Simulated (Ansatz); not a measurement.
The same path of BrH + CH6Sn (10 atoms, charge 0, multiplicity 1) was run twice with different band settings. Lost on the way: Sn1–C2, Br9–H10. Made: Sn1–Br9, C2–H10.

These are results of RKS PBE/def2-SVP (Ansatz), not measurements.

Relaxed end points:

```xyz
10
Properties=species:S:1:pos:R:3
Sn -0.114 -0.133 0.256
C -0.446 -0.269 2.393
H -1.520 -0.440 2.596
H 0.144 -1.106 2.811
H -0.126 0.678 2.867
H 1.527 0.403 -0.020
H -1.164 1.028 -0.476
H -0.296 -1.666 -0.524
Br 2.229 3.059 1.716
H 2.045 1.883 0.884
```

```xyz
10
Properties=species:S:1:pos:R:3
Sn 0.690 0.511 -0.789
C -0.362 0.040 3.190
H -1.269 0.196 2.576
H -0.005 -1.000 3.063
H -0.608 0.216 4.254
H 1.141 0.566 -2.452
H -0.919 1.072 -0.532
H 0.968 -1.039 -0.088
Br 2.218 2.130 0.408
H 0.429 0.745 2.873
```

Common settings: movable images 7; climbing image yes; spring 5.0 eV/Å²; optimiser quadratic models (default); start path through a guess of the saddle point; end points relaxed.

| run | force threshold | iteration limit |
| --- | --- | --- |
| 1 | 0.05 eV/Å | 32 |
| 2 | 0.2 eV/Å | 47 |

Q: What does each run give, and how far can it be trusted?

A: Run 1: converged after 20 iterations, highest image 1.078 eV above the first end. Neighbouring images differ by up to 1.6 eV, so the band resolves the path poorly. A vibrational analysis at the climbing image gives one clearly imaginary mode, 878i cm⁻¹: a first-order saddle point.
Run 2: converged after 17 iterations, highest image 1.079 eV above the first end. The threshold of 0.2 eV/Å is loose, so the images may lie well off the minimum-energy path. Neighbouring images differ by up to 1.3 eV, so the band resolves the path poorly. Another band between the same ends (7 images) ends at a top of the same energy, where a vibrational analysis finds 1 clearly imaginary mode.
The orbitals stay closed-shell, which can raise the energy where a bond breaks towards radicals; this wasn't checked here.
